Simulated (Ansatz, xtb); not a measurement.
Two isomers of C5H4NOP

Structure X is `O=CC1=NC=CC=P1`, a singlet and structure Y is `O=CC1=NC=PC=C1`, a singlet. Both are isolated molecules in the gas phase, relaxed with PBE-D3(BJ)/def2-SVP; the shapes shown needn't be the lowest conformers.

X (Å):

```xyz
12

C     0.8695    0.9069   -2.7913
C     0.8457   -0.3725   -2.0082
C     0.4611   -1.2855    0.1048
C     0.7167   -2.6196   -0.2666
C     1.0702   -2.9776   -1.5720
N     0.5221   -0.2310   -0.7154
O     1.1413    0.9792   -3.9759
P     1.2461   -1.8573   -2.9109
H     0.6061    1.8070   -2.1606
H     0.1858   -1.0641    1.1517
H     0.6315   -3.3990    0.5089
H     1.2547   -4.0446   -1.7861
```

Y (Å):

```xyz
12

C     0.6094    0.5414   -2.6041
C     0.8394   -0.6957   -1.7910
C    -0.1100   -1.0593   -0.8127
C     0.0381   -2.1961   -0.0190
C     2.2855   -2.4841   -1.4247
N     1.9704   -1.3683   -2.0800
O    -0.3582    1.2707   -2.4787
P     1.3972   -3.3040   -0.1290
H     1.4328    0.7300   -3.3528
H    -0.9829   -0.3937   -0.7056
H    -0.7421   -2.4234    0.7280
H     3.2363   -2.9613   -1.7367
```

Energies in hartree; the thermal terms are from GFN2-xTB frequencies at re-optimised GFN2-xTB minima (ideal gas, soft modes damped towards free rotors, one conformer each, 298.15 K, 1 atm) and include the zero-point energy:

|  | X | Y |
| --- | --- | --- |
| E, CCSD(T)/def2-SVP | −662.511744 | −662.512835 |
| E, MP2/def2-SVP | −662.424386 | −662.425231 |
| E, MP2/def2-TZVPP | −663.156876 | −663.158034 |
| zero-point energy | 0.078172 | 0.077998 |
| H(298 K) − E | 0.086274 | 0.086047 |
| G(298 K) − E | 0.046131 | 0.046022 |

Correct the CCSD(T) difference for the basis set by the MP2 change, then work out ΔE, ΔE₀, ΔH and ΔG for X → Y in kJ/mol (1 Eh = 2625.50 kJ/mol) and the equilibrium ratio [Y]/[X].

1. Differences Y − X: CCSD(T) −0.001091, MP2 in the small set −0.000845, MP2 in the large set −0.001158 Eh.
2. ΔE = −0.001091 + (−0.001158 − (−0.000845)) = −0.001404 Eh = −3.69 kJ/mol.
3. ΔE₀ = ΔE + ΔZPE = −0.001404 + (−0.000174) Eh = −4.14 kJ/mol.
4. ΔH = ΔE + (−0.000227) Eh = −4.28 kJ/mol.
5. ΔG = ΔE + (−0.000109) Eh = −3.97 kJ/mol, so ΔS = (ΔH − ΔG)/T = −1.0 J/(mol K).
6. kT = 0.9442 mEh, so K = [Y]/[X] = exp(−ΔG/kT) = exp(+1.60) ≈ 5.

The two are too close for this level to say which is favoured. An error of 4 kJ/mol in ΔG would change K by a factor of 5. Mirror images and further conformers aren't counted.

As drawn, both hold the same kinds of bond in the same numbers.

Other levels gave ΔE = +4.8 (GFN2-xTB); −7.9 (HF/STO-3G, GFN2-xTB geometries); −6.5 (r2SCAN-D4/def2-SVP, GFN2-xTB geometries); −3.4 (PBE-D3(BJ)/def2-SVP); −5.1 (HF/def2-SVP); −2.2 (MP2/def2-SVP); −2.9 (CCSD(T)/def2-SVP) kJ/mol. The correlated steps freeze 12 core orbitals. Programs: Ansatz 0.2.0, xtb 6.7.1.
